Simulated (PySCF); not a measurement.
**Correlation energy of Ir⁻ (iridium, charge -1)**

[Xe] 4f14 5d8 6s2, high-spin 3F determinant. Calculation: PySCF 2.14, in aug-cc-pVTZ-PP with ECP60MDF; scalar relativity through the core potential. Frozen: 5s2 5p6; 10 electrons correlated.

```tsv
level	correlation energy (mhartree)
CCSD	-296.99
(T)	-19.35
CCSD(T)	-316.34
```

Diagnostics: T1 = 0.059, D1 = 0.2503, largest double amplitude 0.051.

Spin-orbit coupling, absent here, splits the open shell strongly. T1 exceeds 0.03, a sign that the reference determinant is poor.

Cost of the coupled-cluster step: about 40 core-seconds, for 10 correlated electrons.

Iterations:

```
CC2 = 0
CCSD nocc = (np.int64(6), np.int64(4)), nmo = (84, 84)
frozen orbitals [[0, 1, 2, 3], [0, 1, 2, 3]]
max_cycle = 100
direct = 0
conv_tol = 1e-08
conv_tol_normt = 1e-06
diis_space = 8
diis_start_cycle = 0
Init t2, MP2 energy = -0.30530040667226
Init E_corr(UCCSD) = -0.305300406673195
cycle = 1  E_corr(UCCSD) = -0.282066857036189  dE = 0.0232335496  norm(t1,t2) = 0.153707
cycle = 2  E_corr(UCCSD) = -0.293293437420252  dE = -0.0112265804  norm(t1,t2) = 0.0532224
cycle = 3  E_corr(UCCSD) = -0.293879565987892  dE = -0.000586128568  norm(t1,t2) = 0.0392424
cycle = 4  E_corr(UCCSD) = -0.297043413851232  dE = -0.00316384786  norm(t1,t2) = 0.0174606
cycle = 5  E_corr(UCCSD) = -0.297033640628199  dE = 9.77322303e-06  norm(t1,t2) = 0.00379086
cycle = 6  E_corr(UCCSD) = -0.296969075656506  dE = 6.45649717e-05  norm(t1,t2) = 0.00186203
cycle = 7  E_corr(UCCSD) = -0.296977453651382  dE = -8.37799488e-06  norm(t1,t2) = 0.000848315
cycle = 8  E_corr(UCCSD) = -0.296989309748847  dE = -1.18560975e-05  norm(t1,t2) = 0.000509629
cycle = 9  E_corr(UCCSD) = -0.296987682479102  dE = 1.62726975e-06  norm(t1,t2) = 0.000238831
cycle = 10  E_corr(UCCSD) = -0.296990719686921  dE = -3.03720782e-06  norm(t1,t2) = 0.000112162
cycle = 11  E_corr(UCCSD) = -0.296990727909877  dE = -8.22295559e-09  norm(t1,t2) = 5.89936e-05
cycle = 12  E_corr(UCCSD) = -0.296991284147382  dE = -5.56237505e-07  norm(t1,t2) = 2.44374e-05
cycle = 13  E_corr(UCCSD) = -0.296990983675991  dE = 3.00471391e-07  norm(t1,t2) = 1.2238e-05
cycle = 14  E_corr(UCCSD) = -0.296990699746144  dE = 2.83929847e-07  norm(t1,t2) = 5.70832e-06
cycle = 15  E_corr(UCCSD) = -0.296990682804705  dE = 1.69414393e-08  norm(t1,t2) = 1.96578e-06
cycle = 16  E_corr(UCCSD) = -0.296990663714783  dE = 1.90899217e-08  norm(t1,t2) = 9.6273e-07
cycle = 17  E_corr(UCCSD) = -0.296990669618608  dE = -5.90382482e-09  norm(t1,t2) = 4.99418e-07
UCCSD converged
E(UCCSD) = -103.9232321109452  E_corr = -0.2969906696186078
UCCSD(T) correction = -0.0193461881541801
```
